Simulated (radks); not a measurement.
Values are calculated unless marked as measured or tabulated.
Task: These are the eigenvalues of the occupied orbitals of an atom or ion with whole-number occupations (eV). Level of theory: scalar-relativistic Kohn-Sham, r2SCAN, spin-polarised, spherical densities, finite nucleus; meta-GGA in the generalised Kohn-Sham scheme; Fermi nuclear charge, rms radius of each element as measured or else 0.836 A^(1/3) + 0.57 fm (a radial shooting solver on a logarithmic mesh with Libxc functionals).

1s: -108.6360
2s: -5.7467

Which element is it, and in what charge state? The configuration may be excited. Open shells, if any, are filled with parallel spins first.

Result: Z = 4, beryllium, charge 0: Be in [He] 2s2. The 1s level, -3.9923 hartree, gives Z - s = 2.8 by -(Z - s)^2/2, which with screening and relativity narrows Z to a few neighbours, and with so few levels the electron count can be read from the list.
